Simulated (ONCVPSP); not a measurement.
## Potentials for Ba (Z = 56) compared

Generated with ld1.x 7.5 (TM, RRKJ, ultrasoft, PAW), atompaw 4.2 or ONCVPSP 4.0.1. The cutoff is in Ry: for ld1.x and atompaw files where the sum of valence levels is converged to 10 mRy in a Bessel basis, for ONCV files where the hardest occupied wave has 1 mHa per electron of residual kinetic energy. The error is the largest all-electron minus pseudo excitation energy over each file’s own four to seven test configurations (ionisations up to +4, promotions, holes and added fractions of an electron), all of which were solved. The labels leave out finer settings (local radius, basis sizes, second energies), which also bear on the numbers. Spin-polarised tests are not counted. The rows are a selection from randomly drawn settings: files with unsolved tests, undetermined cutoffs or missed reference levels are left out.

A true bound ghost makes a file unfit for plane-wave use even where its test errors are small: the radial tests pick states by their node count and pass the ghost by.

```csv
potential,cutoff (Ry),largest error (meV),bound ghosts
"ONCV, LDA (Perdew-Zunger), scalar-relativistic, rc 3.15/2.85/3.35 (spd), local smoothed, core correction yes, reference 5s2 5p6 6s2, qcut 4.9/4.3/2.7, projectors 3/2/1",11,-7.1,none
"ONCV, PBE, scalar-relativistic, rc 3.10/2.95/3.00 (spd), local smoothed, core correction yes, reference 5s2 5p6 6s2, qcut 5/5.4/3.1, projectors 2/2/1",15,-11,none
"ONCV, revPBE, fully relativistic, rc 2.85/2.90/2.80 (spd), local smoothed, core correction no, reference 5s2 5p6 6s2, qcut 3.2/6/4.1, projectors 2/1/3",16,+52,none
"ONCV, LDA (Perdew-Wang 92), scalar-relativistic, rc 2.75/1.75/2.60 (spd), local smoothed, core correction yes, reference 5s2 5p6 6s2, qcut 5.1/4.7/4, projectors 2/2/2",26,-3.9,s
```

Task: Fill in the row for Ba: ONCV, PBE, scalar-relativistic, rc 3.05/2.45/2.35 (spd), local smoothed, core correction yes, reference 5s2 5p6 6s2, qcut 4.6/6.4/4.7, projectors 2/2/3.

Result: cutoff 22 Ry, largest error -17 meV, bound ghosts: none.
